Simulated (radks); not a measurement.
Charge is removed step by step from the 3s down level of the nickel ion Ni3+, starting from [Ne] 3s(up 1, down 1) 3p6 3d7. Method: scalar-relativistic Kohn-Sham, SCAN, spin-polarised, spherical densities, finite nucleus; open shells are filled with parallel spins first; meta-GGA in the generalised Kohn-Sham scheme; Fermi nuclear charge, rms radius 3.7757 fm; computed with a radial shooting solver on a logarithmic mesh with Libxc functionals.

| removed (e) | E - E(0) (eV) | eigenvalue (eV) |
|---|---|---|
| 0 | 0.000 | -151.86 |
| 0.25 | 38.625 | -157.18 |
| 0.5 | 78.582 | -162.54 |
| 0.75 | 119.87 | -167.85 |

The mean slope of the eigenvalue, de/dn, is 21.3 eV per electron.
